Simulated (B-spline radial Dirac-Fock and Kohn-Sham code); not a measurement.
## Free-atom binding energies and absorption edges of Ti

These are calculated numbers from an atomic code on a B-spline grid; the model is Dirac-Fock (average of configuration) total-energy differences with a finite nucleus, the Breit interaction including its frequency dependence, and self-energy and vacuum-polarisation corrections. Correlation energy is missing from these numbers.

The run's input, task.json:

```json
{"items": [{
  "Z": 22,
  "q": 0,
  "cfg": [[1, 0, 2], [2, 0, 2], [2, 1, 6], [3, 0, 2], [3, 1, 6], [3, 2, 2], [4, 0, 2]],
  "A": 48,
  "rrms": 3.5921,
  "do": ["binding"],
  "screen": [3, 2]
}]}
```

Launch: `python xray_run.py task.json out`

Two models are given for 1s2 2s2 2p6 3s2 3p6 3d2 4s2. In the first the electron is removed to infinity. In the second it is placed in the 3d shell, so that the atom stays neutral; this mimics a hole screened by valence charge, or the onset of absorption below the ionisation limit. The tabulated edges (Elam, Ravel and Sieber, Radiat. Phys. Chem. 63, 121 (2002)) refer to the element in its standard state, with the Fermi level as zero for a metal.

| level | ionised (eV) | screened (eV) | tabulated (eV) | ionised − table | screened − table |
| --- | --- | --- | --- | --- | --- |
| K (1s) | 4976.3 | 4966.5 | 4966.0 | +10.3 | +0.5 |
| L1 (2s) | 574.1 | 563.5 | 560.9 | +13.2 | +2.6 |
| L2 (2p1/2) | 472.3 | 461.8 | 460.2 | +12.1 | +1.6 |
| L3 (2p3/2) | 466.7 | 456.2 | 453.8 | +12.9 | +2.4 |
| M1 (3s) | 75.07 | 65.67 | 58.70 | +16.4 | +7.0 |
| M2 (3p1/2) | 45.59 | 36.79 | 32.60 | +13.0 | +4.2 |
| M3 (3p3/2) | 44.95 | 36.18 | 32.60 | +12.4 | +3.6 |

The screened model lies closer: the mean absolute deviations are 12.9 eV (ionised) and 3.1 eV (screened). Screening lowers the levels by 9.8 eV on average.
